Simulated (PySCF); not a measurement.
A GIAO shielding run with PySCF 2.14.0 with density-fitted response routines (density fitting, non-relativistic, gas phase) on `C[Si@@H](P)[Si@H]([SiH3])C[SiH3]`, C2H15PSi4:

```
$ OMP_NUM_THREADS=1 python probes_run.py task.json out

{"job": {"kind": "nmr", "xc": "PBE0", "basis": "pcSseg-1"}, "charge": 0, "multiplicity": 1}
C     -2.903803    -1.213027     0.853234
Si    -1.591975    -1.011123    -0.524089
P     -2.183628     0.647933    -1.941457
Si     0.509516    -0.466996     0.364475
Si     0.513814     1.352410     1.819434
C      1.646022    -0.137650    -1.140018
Si     3.478726     0.209022    -0.784053
H     -2.673221    -2.060985     1.490408
H     -3.895687    -1.371930     0.438312
H     -2.950378    -0.329972     1.485744
H     -1.704972    -2.213151    -1.377153
H     -1.928281     1.663717    -1.036966
H     -3.524472     0.634073    -1.617514
H      1.051839    -1.670817     1.033747
H     -0.857338     1.757602     2.158486
H      1.154500     2.545742     1.259972
H      1.175850     1.084416     3.097839
H      1.582253    -0.995344    -1.811478
H      1.230727     0.703333    -1.700222
H      3.598866     1.417075     0.035528
H      4.055832    -0.926364    -0.062512
H      4.205399     0.401420    -2.042567
```

Hardware: 1 thread of an AMD EPYC, shared host. The job also computes population analyses, field gradients.

Task: How large is the calculation?

Result: 98 electrons, 229 basis functions and 1309 auxiliary functions.

Task: How long does it take, and how much memory does it need?

Result: 2.8 min of wall time, with 12 SCF cycles and 4 response iterations; peak memory 1.1 GiB. Times on a shared host scatter by some tens of per cent.
